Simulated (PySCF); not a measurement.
## ECD: `C[Si@@H]1N[Si@@H](C)P1`, C2H10NPSi2

Molfile (atoms numbered from 1):
```
C2H10NPSi2
     RDKit          3D

 16 16  0  0  0  0  0  0  0  0999 V2000
    2.8922   -0.0283    0.0037 C   0  0  0  0  0  0  0  0  0  0  0  0
    1.1788    0.4953    0.6284 Si  0  0  2  0  0  4  0  0  0  0  0  0
    0.0002   -0.7831    0.5186 N   0  0  0  0  0  0  0  0  0  0  0  0
   -1.2540   -0.2303   -0.5576 Si  0  0  1  0  0  4  0  0  0  0  0  0
   -2.9609   -0.1458    0.2579 C   0  0  0  0  0  0  0  0  0  0  0  0
   -0.1524    1.7448   -0.7151 P   0  0  0  0  0  0  0  0  0  0  0  0
    3.2989   -0.8205    0.6237 H   0  0  0  0  0  0  0  0  0  0  0  0
    3.5827    0.8073    0.0386 H   0  0  0  0  0  0  0  0  0  0  0  0
    2.8533   -0.3900   -1.0195 H   0  0  0  0  0  0  0  0  0  0  0  0
    1.2365    1.0424    1.9897 H   0  0  0  0  0  0  0  0  0  0  0  0
    0.0364   -1.6715    0.9909 H   0  0  0  0  0  0  0  0  0  0  0  0
   -1.2759   -1.0489   -1.7791 H   0  0  0  0  0  0  0  0  0  0  0  0
   -3.6886    0.2876   -0.4191 H   0  0  0  0  0  0  0  0  0  0  0  0
   -2.9413    0.4590    1.1589 H   0  0  0  0  0  0  0  0  0  0  0  0
   -3.3053   -1.1394    0.5250 H   0  0  0  0  0  0  0  0  0  0  0  0
    0.4918    1.4305   -1.8974 H   0  0  0  0  0  0  0  0  0  0  0  0
  1  2  1  0
  2  3  1  0
  3  4  1  0
  4  5  1  0
  4  6  1  0
  6  2  1  0
  1  7  1  0
  1  8  1  0
  1  9  1  0
  2 10  1  1
  3 11  1  0
  4 12  1  6
  5 13  1  0
  5 14  1  0
  5 15  1  0
  6 16  1  0
M  END
```

Method used: PySCF 2.14.0, TDDFT B3LYP/def2-SVPD circular dichroism and optical rotation, one conformer, gas phase. Geometry: GFN2-xTB.

(1) What are the CIP labels of the stereocentres?

(2) List the lowest 8 singlet excitations with oscillator and rotatory strengths.

Answers

(1) Si2 R, Si4 R.

(2) Rotatory strengths R in 10⁻⁴⁰ esu² cm², velocity form and length form (origin at the centre of mass); f in length form.
| state | E (eV) | λ (nm) | f | R (velocity) | R (length) | main |
| --- | --- | --- | --- | --- | --- | --- |
| 1 | 5.29 | 235 | 0.015 | -4.5 | -4.4 | HOMO→LUMO 0.98 |
| 2 | 5.48 | 226 | 0.0008 | +11.2 | +10.2 | HOMO−1→LUMO 0.99 |
| 3 | 5.99 | 207 | 0.0005 | +1.4 | +2.0 | HOMO→LUMO+1 0.73, HOMO−2→LUMO 0.24 |
| 4 | 6.16 | 201 | 0.030 | -2.9 | -3.1 | HOMO→LUMO+2 0.61, HOMO→LUMO+3 0.24 |
| 5 | 6.20 | 200 | 0.0004 | +1.6 | +1.8 | HOMO−1→LUMO+1 0.96 |
| 6 | 6.33 | 196 | 0.068 | +4.9 | +8.3 | HOMO−2→LUMO 0.43, HOMO→LUMO+2 0.29 |
| 7 | 6.42 | 193 | 0.015 | -12.4 | -11.9 | HOMO−1→LUMO+2 0.94 |
| 8 | 6.53 | 190 | 0.104 | +51.1 | +51.1 | HOMO→LUMO+3 0.60, HOMO−2→LUMO 0.17 |

Among the states computed, the strongest CD band (largest |R|) is state 8. The largest dissymmetry factor in size, g = 4R/(D+G), with D and G the electric and magnetic dipole strengths, is +0.18 for state 2 (velocity form, f = 0.0005), among bands with |R| over 0.5. The mirror image has the same energies and oscillator strengths and all R with the opposite sign.
